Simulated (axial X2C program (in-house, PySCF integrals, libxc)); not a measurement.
TeI⁻ along the bond: PBE0, 2c

Calculated with an in-house relativistic program for diatomic molecules. Two-component (2c) means X2C with spin–orbit coupling and atomic mean-field two-electron Coulomb and Gaunt terms. Basis: I dyall-av3z [12s13p9d2f], Te dyall-av3z [12s13p9d2f] (cores contracted in-house); Gaussian nuclei, density fitting, unrestricted open shells. Masses: I 126.904 u, Te 129.906 u.

State: Ω = 0 (closed shell). Dipoles are positive if Te is the positive end and refer to the centre of mass.

```
R (Å)   μ (D)  HOMO (eV)  LUMO (eV)
2.429  -2.167      -0.15       2.87
2.541  -2.054      -0.29       2.68
2.624  -1.939      -0.40       2.49
2.708  -1.798      -0.50       2.27
2.792  -1.629      -0.60       2.03
2.890  -1.397      -0.71       1.75
2.987  -1.128      -0.83       1.48
3.113  -0.729      -0.98       1.17
3.267  -0.178      -1.17       0.83
3.490   0.682      -1.43       0.43
```

Problem. The minimum lies at 2.787 Å. What is the dipole moment there?

Solution. At PBE0, 2c, with the sign and origin stated: μ = -1.64 D.

Occupations by symmetry block were frozen at the best pattern of an incomplete PBE0 search. Closed shells are restricted here (equal orbitals for both partners); the stretched side of such a curve lies too high. The LUMO of an anion is an unbound level whose energy the basis sets.
